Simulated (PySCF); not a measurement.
HKO. Atoms are numbered in the order given.

```xyz
3

K      0.0000     0.0000    -0.7482
O      0.0000     0.0000     1.4735
H      0.0000     0.0000     2.4283
```
Charge 0, spin multiplicity 1.

The structure is a stationary point at PBE0-D3(BJ)/def2-TZVPD. The isomer is the one that the SMILES or the coordinates give; other isomers of the formula were not compared.

These are C-PCM-PBE0/def2-TZVPD (PySCF) values and carry that method's errors.

The values are the electrostatic part of the solvation free energy, E(continuum) − E(gas) at the gas-phase geometry, in a cavity of scaled van der Waals radii (PySCF's table); cavitation and dispersion terms are not included. A continuum can't describe solvent molecules that bind to the metal. In vacuum the orbital gap is 4.03 eV. The dipole moment in vacuum is 7.42 D.

Computed values in water (ε = 78.36), chloroform (ε = 4.71), 1-octanol (ε = 9.86):
```csv
solvent,ε,ΔG(elec) (kcal/mol),dipole (D),gap (eV)
water,78.36,-14.7,8.11,5.79
chloroform,4.71,-11.5,7.96,5.44
1-octanol,9.86,-13.3,8.04,5.64
```
